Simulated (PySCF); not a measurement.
B(Me)2(NH2) (C₂H₈BN), SMILES CB(N)C.

Geometry optimised at TPSSh-D3(BJ)/def2-SVP. Other conformers were not sampled.

Two levels are set side by side: PBE/def2-TZVP (PySCF) and M06-2X/def2-TZVP (PySCF). Same geometry, gas phase. Differences are taken from unrounded values.

| quantity | M06-2X | PBE | PBE minus M06-2X |
|---|---|---|---|
| orbital gap (eV) | 10.80 | 6.74 | -4.07 |
| highest occupied level (eV) | -9.49 | -6.68 | 2.81 |
| lowest empty level (eV) | 1.32 | 0.06 | -1.26 |
| dipole moment (D) | 1.25 | 1.33 | 0.08 |
| mean polarisability (bohr³) | 47.5 | 50.1 | 2.6 |

Without exact exchange PBE keeps part of each electron's self-repulsion, which lifts occupied levels and narrows the gap. PBE's more diffuse valence density responds more strongly to a field. Differences between two approximate levels are no errors against the true value.

Rough cost on one machine, each run with all the roots and properties that it gave: M06-2X against PBE about 3 times.
